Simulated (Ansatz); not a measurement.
Reaction (substitution at a C–Sn bond): `B[CH2][SnH2][CH3]` + `C=C(O)[SiH3]` → `C=C([SiH3])OC` + `B[CH2][SnH3]`

Computed with Ansatz on PBE0-D4/def2-TZVP structures; ΔE is electronic, products minus reactants. CCSD(T)/CBS is the MP2 limit (def2-TZVPP, def2-QZVPP) plus CCSD(T) − MP2 in def2-TZVPP, frozen cores. Functionals use def2-TZVPP. B3LYP here is the variant with VWN-RPA as its local correlation; programs differ in this. def2 core potentials past Kr. For Sn outer-core shells are correlated without core-valence functions, which leaves a few kJ/mol of doubt a bond. One conformer a species, not always the lowest.

```json
{"level": "PBE0-D4", "ΔE (kcal/mol)": "13.9"}
{"level": "r2SCAN", "ΔE (kcal/mol)": "13.9"}
{"level": "B3LYP", "ΔE (kcal/mol)": "13.0"}
{"level": "SCS-MP2/def2-TZVPP", "ΔE (kcal/mol)": "14.3"}
{"level": "CCSD(T)/def2-TZVPP", "ΔE (kcal/mol)": "14.1"}
{"level": "MP2/def2-QZVPP", "ΔE (kcal/mol)": "16.7"}
{"level": "MP2/CBS(def2)", "ΔE (kcal/mol)": "17.4"}
{"level": "CCSD/CBS(def2)", "ΔE (kcal/mol)": "15.6"}
```

Task: What does CCSD(T)/CBS give? (Estimate.)

Result: The calculation gave: +15.8 kcal/mol. The listed levels differ from it by -1.9, -1.9, -2.8, -1.5, -1.7, 0.9, 1.6, -0.2 kcal/mol.

Largest T1 diagnostic among the species: 0.013.

In def2-TZVPP, CCSD(T) changes the Hartree–Fock value by +3.3 kcal/mol (the triples alone add +0.2 kcal/mol) and MP2 by +4.9 kcal/mol.
